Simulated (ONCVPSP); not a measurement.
## tantalum (Ta), ONCV: configuration errors across variants

tantalum, optimised norm-conserving Vanderbilt (ONCV), made with ONCVPSP 4.0.1 (PBE, scalar-relativistic). Core [Xe], reference 4f13 5d4 6s2. Waves: 6s: rc 2.95 bohr, ncon 4, nbas 8, qcut 2 1/bohr, 1 projector; p scattering state at 0.08 Ha: rc 2.40 bohr, ncon 4, nbas 8, qcut 3.4 1/bohr, 1 projector; 5d: rc 2.60 bohr, ncon 5, nbas 10, qcut 5 1/bohr, 2 projectors, debl 3.6 Ha; 4f: rc 1.05 bohr, ncon 5, nbas 9, qcut 13.7 1/bohr, local. Local part: the f channel. Core correction: none.

All-electron excitation energies from the reference (eV): (1) 4f14 5d3 6s2 -24.817; (2) 4f14 5d3 6s1 -16.351; (3) 4f14 5d3 6s0 -1.377; (4) 4f14 5d3.5 6s1.5 -23.829.

3 further variants failed, have other tests or another functional or relativity, and are left out.

A true bound ghost makes a file unfit for plane-wave use even where its test errors are small: the radial tests pick states by their node count and pass the ghost by.

Errors AE − PS in meV (a dash: test not solved or not reliable):

```csv
change,(1),(2),(3),(4),bound ghosts,GHOST(+) flags above zero
base,-966,-1086,-1116,-1124,"s, p",d
d: nproj 3,-958,-1080,-1113,-1116,"s, p",d
"core correction polynomial model core, fcfact 0.2",-1056,-1167,-1284,-1184,"s, p",d
```

Problem. Give the same row for: f: qcut 17.5.

Solution. -1020, -1146, -1178, -1176; bound ghosts: s, p, d; GHOST(+) flags above zero: none.
